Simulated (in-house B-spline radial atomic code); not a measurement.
Spin-orbit splittings of orbital energies (j = l + 1/2 less j = l - 1/2) and ratios of mean radii (lower j over upper j) along the 22-electron series, configuration [Ar] 3d4. Computed with an all-electron radial atomic-structure program (B-spline basis): Dirac-Hartree-Fock, average of the configuration, finite nuclei.

| ion | Z | splitting of 3d (eV) | radius ratio of 3d | splitting of 3p (eV) | radius ratio of 3p | splitting of 2p (eV) | radius ratio of 2p |
| --- | --- | --- | --- | --- | --- | --- | --- |
| Ru22+ | 44 | 5.5706 | 0.99271 | 27.201 | 0.97828 | 132.74 | 0.96379 |
| Rh23+ | 45 | 6.2861 | 0.99235 | 30.381 | 0.97732 | 146.65 | 0.96208 |
| Pd24+ | 46 | 7.0678 | 0.99199 | 33.838 | 0.97633 | 161.66 | 0.96032 |
| Ag25+ | 47 | 7.9195 | 0.99161 | 37.591 | 0.97531 | 177.84 | 0.95852 |
| Cd26+ | 48 | ? | ? | ? | ? | ? | ? |
| In27+ | 49 | 9.8493 | 0.99083 | 46.05 | 0.9732 | 213.97 | 0.95478 |
| Sn28+ | 50 | 10.936 | 0.99042 | 50.796 | 0.9721 | 234.06 | 0.95285 |
| Sb29+ | 51 | ? | ? | ? | ? | ? | ? |
| Te30+ | 52 | 13.375 | 0.98958 | 61.418 | 0.96982 | 278.65 | 0.94883 |
| I31+ | 53 | 14.737 | 0.98915 | 67.337 | 0.96863 | 303.3 | 0.94676 |
| Xe32+ | 54 | 16.2 | 0.9887 | 73.691 | 0.96742 | 329.64 | 0.94463 |
| Cs33+ | 55 | 17.769 | 0.98825 | 80.504 | 0.96618 | 357.76 | 0.94246 |
| Ba34+ | 56 | 19.45 | 0.98778 | 87.8 | 0.9649 | 387.73 | 0.94023 |
| La35+ | 57 | 21.247 | 0.98731 | 95.604 | 0.9636 | 419.65 | 0.93796 |
| Ce36+ | 58 | 23.165 | 0.98682 | 103.94 | 0.96226 | 453.62 | 0.93563 |
| Pr37+ | 59 | ? | ? | ? | ? | ? | ? |
| Nd38+ | 60 | 27.39 | 0.98583 | 122.34 | 0.9595 | 528.12 | 0.93083 |
| Pm39+ | 61 | 29.708 | 0.98531 | 132.45 | 0.95807 | 568.86 | 0.92835 |

Question: Fill in the row of Cd26+.

Answer: splitting of 3d (eV): 8.8452; radius ratio of 3d: 0.99122; splitting of 3p (eV): 41.655; radius ratio of 3p: 0.97427; splitting of 2p (eV): 195.25; radius ratio of 2p: 0.95667.

Question: Fill in the row of Sb29+.

Answer: splitting of 3d (eV): 12.11; radius ratio of 3d: 0.99001; splitting of 3p (eV): 55.912; radius ratio of 3p: 0.97097; splitting of 2p (eV): 255.59; radius ratio of 2p: 0.95086.

Question: Fill in the row of Pr37+.

Answer: splitting of 3d (eV): 25.211; radius ratio of 3d: 0.98633; splitting of 3p (eV): 112.84; radius ratio of 3p: 0.9609; splitting of 2p (eV): 489.74; radius ratio of 2p: 0.93326.

Question: With what power of Z does the column «splitting of 2p (eV)» change over this range?

Answer: A fit of the logarithm of its size against log Z from Z = 44 to 61 has slope 4.45. An unscreened hydrogenic electron would give 4 at low Z; screening makes the apparent power larger near the neutral end, and relativity raises it again at high Z.
